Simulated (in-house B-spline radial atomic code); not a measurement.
The numbers below are computed, except where a source is named.
Weak and strong correlation along the adiabatic connection

Two-electron singlets in several external potentials (atomic units), by full CI in B-splines with partial waves to l = 8 (correlation energies up to 0.6 % small). The repulsion is scaled by λ at fixed density; W(λ) is the mean repulsion less the Hartree energy, W(0) = E_x, and the area under W from 0 to 1 is E_xc.

One system gave this curve:

| λ | W (hartree) |
| --- | --- |
| 0 | -0.96171 |
| 0.02 | -0.96364 |
| 0.05 | -0.96649 |
| 0.12 | -0.97301 |
| 0.25 | -0.98455 |
| 0.4 | -0.99705 |
| 0.6 | -1.0125 |
| 0.8 | -1.0266 |
| 1 | -1.0396 |
| 1.4 | -1.0628 |
| 2 | -1.0916 |
| 3 | -1.1284 |
| 4.5 | -1.1669 |
| 7 | -1.2073 |
| 10 | -1.2368 |

Q: Which system is it?
A. −V exp(−r²/w²), V = 14.7, w = 1.26
B. −Z/r, Z = 1.9
C. −V exp(−r²/w²), V = 2.34, w = 2.7
D. −Z/r, Z = 8.6, wall at 3.28 bohr

A: B. The exchange energy sets the size: −Z/r, Z = 1.9: E_x = -0.962, E_c = -0.0418; −Z/r, Z = 8.6, wall at 3.28 bohr: E_x = -5.15, E_c = -0.0453; −V exp(−r²/w²), V = 14.7, w = 1.26: E_x = -1.43, E_c = -0.0439; −V exp(−r²/w²), V = 2.34, w = 2.7: E_x = -0.569, E_c = -0.038 hartree.
